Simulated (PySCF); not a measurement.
Computed IR spectrum (relative IR intensity) of a molecule C₃H₈Si₂. Geometry optimised at PBE-D3(BJ)/def2-SVP. One conformer was computed; it need not be the lowest. Calculation: PBE-D3(BJ)/def2-SVP (PySCF 2.14.0). Frequencies are harmonic and unscaled.

Lines under 2 % of the strongest are left out, and lines within 2 cm⁻¹ are merged.

```
ν (cm⁻¹)  relative intensity
--------  ------------------
342                      7.2
423                      3.6
570                      5.9
609                      9.0
628                       38
661                       26
684                       37
742                       51
801                       23
886                       54
890                       35
897                       55
904                       16
1033                     2.7
1069                     3.7
1348                     5.3
1372                     2.3
2137                      68
2147                      85
2161                      32
2168                     100
2958                     4.9
3036                     4.8
3045                    10.0
3145                     3.8
```

Q: Which molecule gave these data?
(A) [SiH3]C1=CC[SiH2]1
(B) C#C[SiH2][SiH2]C
(C) C#CC[SiH2][SiH3]
(D) C=C1C[SiH2][SiH2]1

A: D, C=C1C[SiH2][SiH2]1
